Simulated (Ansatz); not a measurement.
A series at Al: from `[Br][Al]([Br])[Br]`, ligands are replaced one by one, each step taking up H₂O and setting free HBr; n counts the steps. Ansatz, PBE0-D4/def2-TZVP geometries. Each molecule was computed in one conformer, which needn't be the lowest.

```json
{"n": "0", "molecule": "`[Br][Al]([Br])[Br]`", "HOMO energy, ωB97M-V/def2-TZVPP (eV)": "?"}
{"n": "1", "molecule": "`[OH][Al]([Br])[Br]`", "HOMO energy, ωB97M-V/def2-TZVPP (eV)": "-10.84"}
{"n": "2", "molecule": "`[OH][Al]([OH])[Br]`", "HOMO energy, ωB97M-V/def2-TZVPP (eV)": "-10.91"}
{"n": "3", "molecule": "`[OH][Al]([OH])[OH]`", "HOMO energy, ωB97M-V/def2-TZVPP (eV)": "-11.53"}
```

Question: By hand: fit a straight line y = ȳ + b (n − n̄) to the 3 given rows and predict n = 0.

Answer: n̄ = 2.000, ȳ = -11.093; Σ(n − n̄)(y − ȳ) = -0.690, Σ(n − n̄)² = 2.000, so b = -0.345 eV a step. Prediction: -11.093 + (-0.345) × (-2.000) = -10.40 eV.

Question: By hand: compare with the computed value, -10.82 eV, and give the steps along the whole series.

Answer: The line misses by -0.42 eV (computed minus predicted). Steps: -0.02, -0.07, -0.62 eV.

One step carries most of the change, so a line is a poor guide. The highest orbital can change its character along such a series. The miss is 59.2 % of the series' range.

Spin–orbit coupling is left out; it splits and shifts lone-pair levels of the heavy atoms by tenths of an eV.
